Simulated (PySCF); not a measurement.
C6H15PSi4.
Cartesian coordinates in Å at the PBE0-D3(BJ)/def2-SVP level; atoms count from 1:
```xyz
26
C6H15PSi4 angstrom
Si     1.1631    1.2878    2.3806
Si     0.7571    0.9145    0.1034
Si     0.4934    2.9575   -1.0128
Si     2.5983   -0.2632   -0.7456
P      2.6461   -2.3872    0.0550
C     -0.7726   -0.1660   -0.1451
C     -0.9837   -0.8015   -1.3800
C     -2.0980   -1.6114   -1.5877
C     -3.0239   -1.8002   -0.5619
C     -2.8313   -1.1751    0.6689
C     -1.7148   -0.3659    0.8745
H      0.0165    1.9956    3.0322
H      2.3892    2.1315    2.5267
H      1.3822   -0.0078    3.0972
H     -0.6639    3.7229   -0.4535
H      1.7317    3.7862   -0.8739
H      0.2455    2.7076   -2.4674
H      3.8832    0.4078   -0.3742
H      2.5413   -0.3519   -2.2400
H      2.4720   -1.9748    1.4133
H      1.2448   -2.5813   -0.1546
H     -0.2670   -0.6627   -2.1959
H     -2.2438   -2.0991   -2.5547
H     -3.8972   -2.4370   -0.7224
H     -3.5537   -1.3193    1.4759
H     -1.5815    0.1159    1.8477
```

Computed with TDDFT PBE0/def2-SVPD, vertical, gas phase, core orbitals frozen in the response in PySCF 2.14.0, density-fitted response routines.

Ground-to-excited transition dipoles (e·a0, same axes as the geometry; the sign carries no meaning), for the states with f of 0.002 or more among the lowest 7:

```
state  E (hartree)      μx      μy      μz
   S1       0.1887  -0.494  -0.092   0.048
   S2       0.1921   0.569   0.316   0.012
   S3       0.2033   0.516  -0.716   0.167
   S4       0.2047   0.059  -0.295   0.090
   S5       0.2076  -0.361   0.206  -0.177
   S6       0.2100   0.311   0.987   0.012
   S7       0.2158  -0.055  -0.360  -0.169
```

Q: Work out the oscillator strengths.

A: f = (2/3) ΔE |μ|² with ΔE in hartree (27.2114 eV).

```
state  |μ|² (au)  |μ| (D)      f
   S1      0.255     1.28  0.032
   S2      0.423     1.65  0.054
   S3      0.807     2.28  0.109
   S4      0.099     0.80  0.013
   S5      0.204     1.15  0.028
   S6      1.071     2.63  0.150
   S7      0.161     1.02  0.023
```

Q: Which bond between heavy atoms lies closest to the direction of the S6 transition dipole?

A: Si4–P5, at 28° from it; next C7–C8, C10–C11, Si2–Si3 and Si2–C6 at 37°.

Q: What angle do the transition dipoles of S2 and S7 make?

A: |cos θ| = |μa·μb| / (|μa| |μb|) = 0.56, so θ ≈ 56° (taken between 0 and 90°, since the signs are arbitrary).

Q: How is the summed strength of these states shared among x, y and z?

A: (2/3) Σ ΔE μα² gives 0.141 for x, 0.256 for y and 0.014 for z, 0.411 in all.

Q: What peak molar absorption coefficient would the strongest computed level give as a lone Gaussian band 0.4 eV wide at half height?

A: ε(max) = 2.175×10⁸ f / FWHM, with the width in cm⁻¹. S6: 2.175×10⁸ × 0.1500 / 3226 ≈ 10000 L mol⁻¹ cm⁻¹.

One conformer stands for the species.
